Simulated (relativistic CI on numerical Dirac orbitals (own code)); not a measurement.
Level scheme of Ba3+

Method of calculation: Dirac-Coulomb-Breit CI, KLI orbitals optimised for each configuration, a model potential for QED, valence Slater integrals scaled by 0.85, P86 correlation energy added to each configuration (own radial code, finite nucleus).

Configurations in the expansion (outside the closed core [Kr] 4d10): 5s2 5p5, 5s 5p6, 5s2 5p4 5d, 5s2 5p4 5f, 5s2 5p4 4f, 5s 5p5 5d, 5s2 5p4 6s, 5s2 5p4 6p, 5s2 5p3 4f 5d, 5s 5p5 5f, 5s2 5p4 6d, 5s2 5p4 7s, 5s2 5p4 7p. Double excitations out of closed p, d and f shells are left out; levels of such configurations are missing from the list, as are those of other unlisted configurations, and high levels can miss mixing partners.

The lowest level is 5s2 5p5 2P°_3/2, with 99 % of that term; Hund's rules for 5s2 5p5 give 2P° with J = 3/2, in agreement.

| No. | Configuration | Term | J | E (eV) | % | Next component (%) | Landé g |
| --- | --- | --- | --- | --- | --- | --- | --- |
| 1 | 5s2 5p5 | 2P° | 3/2 | 0.0000 | 99 | 1 5s 5p5 5d 2P° | 1.334 |
| 2 | 5s2 5p5 | 2P° | 1/2 | 2.1636 | 98 | 1 5s 5p5 5d 2P° | 0.665 |
| 3 | 5s 5p6 | 2S | 1/2 | 16.0560 | 61 | 36 5s2 5p4 5d 2S | 2.010 |
| 4 | 5s2 5p4 5d | 4D | 5/2 | 18.0740 | 76 | 9 2D | 1.338 |
| 5 | 5s2 5p4 5d | 4D | 7/2 | 18.1499 | 78 | 13 4F | 1.382 |
| 6 | 5s2 5p4 5d | 4D | 3/2 | 18.1554 | 66 | 14 2D | 1.199 |
| 7 | 5s2 5p4 5d | 4D | 1/2 | 18.3584 | 51 | 37 2P | 0.516 |
| 8 | 5s2 5p4 5d | 4F | 9/2 | 18.8852 | 83 | 16 2G | 1.298 |
| 9 | 5s2 5p4 5d | 2F | 7/2 | 19.2816 | 41 | 33 4F | 1.124 |
| 10 | 5s2 5p4 5d | 2D | 3/2 | 19.8303 | 44 | 38 4P | 1.184 |
| 11 | 5s2 5p4 5d | 2P | 1/2 | 19.9323 | 54 | 26 4P | 1.128 |
| 12 | 5s2 5p4 5d | 4P | 1/2 | 20.0172 | 58 | 31 4D | 1.663 |
| 13 | 5s2 5p4 5d | 4F | 5/2 | 20.3219 | 81 | 7 4D | 1.052 |
| 14 | 5s2 5p4 4f | 4F° | 7/2 | 20.3827 | 81 | 7 2F° | 1.221 |
| 15 | 5s2 5p4 5d | 4F | 3/2 | 20.4197 | 72 | 13 4P | 0.647 |
| 16 | 5s2 5p4 4f | 4F° | 5/2 | 20.4320 | 74 | 12 2F° | 1.030 |
| 17 | 5s2 5p4 4f | 4F° | 9/2 | 20.4788 | 83 | 9 4G° | 1.304 |
| 18 | 5s2 5p4 5d | 4P | 5/2 | 20.5108 | 56 | 23 2D | 1.376 |
| 19 | 5s2 5p4 5d | 2D | 3/2 | 20.5760 | 34 | 28 2P | 1.129 |
| 20 | 5s2 5p4 4f | 4F° | 3/2 | 20.6567 | 68 | 20 2D° | 0.562 |
| 21 | 5s2 5p4 5d | 4F | 7/2 | 20.7748 | 46 | 32 2F | 1.220 |
| 22 | 5s2 5p4 5d | 2P | 3/2 | 21.2029 | 53 | 26 4P | 1.326 |
| 23 | 5s2 5p4 5d | 2D | 5/2 | 21.3890 | 43 | 21 4P | 1.230 |
| 24 | 5s2 5p4 4f | 4G° | 11/2 | 21.4309 | 79 | 20 2H° | 1.237 |
| 25 | 5s2 5p4 4f | 4D° | 1/2 | 21.5628 | 73 | 25 2P° | 0.166 |
| 26 | 5s2 5p4 4f | 2G° | 9/2 | 21.6743 | 43 | 30 4G° | 1.079 |
| 27 | 5s2 5p4 5d | 2G | 7/2 | 21.7272 | 68 | 26 2F | 0.974 |
| 28 | 5s2 5p4 5d | 2F | 5/2 | 21.7429 | 68 | 23 2D | 0.986 |
| 29 | 5s2 5p4 5d | 2G | 9/2 | 21.7969 | 83 | 16 4F | 1.147 |
| 30 | 5s2 5p4 4f | 4D° | 3/2 | 21.9030 | 47 | 29 2P° | 1.152 |
| 31 | 5s2 5p4 4f | 2F° | 5/2 | 21.9601 | 59 | 29 4D° | 1.040 |
| 32 | 5s2 5p4 4f | 2F° | 7/2 | 22.3626 | 37 | 24 2G° | 1.086 |
| 33 | 5s2 5p4 5d | 2F | 5/2 | 22.4792 | 69 | 20 2D | 0.967 |
| 34 | 5s2 5p4 4f | 2D° | 3/2 | 22.5771 | 52 | 29 4F° | 0.747 |
| 35 | 5s2 5p4 4f | 4G° | 7/2 | 22.7760 | 47 | 24 4D° | 1.132 |
| 36 | 5s2 5p4 4f | 4G° | 5/2 | 22.8457 | 75 | 16 2F° | 0.667 |
| 37 | 5s2 5p4 5d | 2F | 7/2 | 22.9482 | 90 | 3 2G | 1.142 |
| 38 | 5s2 5p4 6s | 4P | 5/2 | 23.0689 | 83 | 11 2D | 1.540 |
| 39 | 5s2 5p4 4f | 4D° | 5/2 | 23.0804 | 40 | 26 2F° | 1.128 |
| 40 | 5s2 5p4 4f | 4G° | 9/2 | 23.0991 | 53 | 30 2G° | 1.165 |
| 41 | 5s2 5p4 6s | 2P | 3/2 | 23.4585 | 59 | 23 4P | 1.338 |
| 42 | 5s2 5p4 4f | 4D° | 7/2 | 23.6402 | 49 | 22 2F° | 1.241 |
| 43 | 5s2 5p4 4f | 2D° | 5/2 | 23.6936 | 75 | 17 4D° | 1.195 |
| 44 | 5s2 5p4 4f | 2P° | 3/2 | 23.9138 | 65 | 22 4D° | 1.249 |
| 45 | 5s2 5p4 4f | 2P° | 1/2 | 23.9191 | 73 | 25 4D° | 0.496 |

Energies count from the lowest computed level; ° marks odd parity.

The mean weight of the leading LS term, summed over parents, in these 45 levels is 64 %, and that of the leading jj configuration (from the same eigenvectors) 72 %.

For a near-neutral ion this model can misplace configurations by up to about 10,000 cm⁻¹ (more where the count of f electrons changes) and terms by 10 to 25 % of their spread. Rates follow the energies as ν³ (E1, M1) or ν⁵ (E2), so they and the lifetimes can be off by large factors. The fine structure of a lone outer electron comes out too small, for d and f at times inverted, and misplaced configurations move strength between like terms. 10 of the 25 excited levels that our extract of the measured tables holds in this range could be paired (the sources list more); they are missed by 2008 cm⁻¹ on average and 3695 at most, and levels without a partner can miss by more.

LS names give the leading component of a level, which can be under half, so a name can repeat, a term be missing and a line seem to break the LS rules.
